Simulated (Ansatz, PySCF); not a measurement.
This Ansatz (a first-principles code) input computes a r2SCAN/def2-TZVPD energy:

Ansatz 0.2 input:
```yaml
crystal:
  periodic: [false, false, false]
  atoms:
    - {symbol: O, position_ang: [-0.72623486, -1.22786515, -0.00080347]}
    - {symbol: S, position_ang: [0.00000000, -0.00000000, -0.00000000]}
    - {symbol: O, position_ang: [-0.69887984, 1.24210367, -0.06177353]}
    - {symbol: O, position_ang: [1.42511470, -0.01423852, 0.06257700]}
basis:
  gaussian:
    orbitals: def2-TZVPD
hamiltonian:
  xc: {name: r2SCAN}
total_charge: 1
magnetization: {spin_polarized: true, initial_magnetization: 1}
output: {forces: true}
```

Task: Write an input for the same energy in PySCF and say what it gives.

Result: 
```python
from pyscf import gto, scf, dft

mol = gto.M(
    atom='''
    O    -0.72623486   -1.22786515   -0.00080347
    S     0.00000000   -0.00000000   -0.00000000
    O    -0.69887984    1.24210367   -0.06177353
    O     1.42511470   -0.01423852    0.06257700
    ''',
    basis='def2-tzvpd',
    charge=1,
    spin=1,
    verbose=4,
)

mf = dft.UKS(mol, xc='r2scan').density_fit(auxbasis='def2-universal-jkfit')
mf.grids.level = 4
mf.conv_tol = 1e-9
mf.max_cycle = 100
mf.max_memory = 1500
mf.kernel()
if not mf.converged:
    mf = mf.newton()
    mf.kernel(mf.make_rdm1())
for _ in range(2):
    mo, _, stable, _ = mf.stability(return_status=True)
    if stable:
        break
    mf.kernel(mf.make_rdm1(mo, mf.mo_occ))
mf.analyze()
```
It gives -623.36315 Eh, and Ansatz -623.36308 Eh, a difference of 0.07 mEh, from the treatment of integrals and grids.
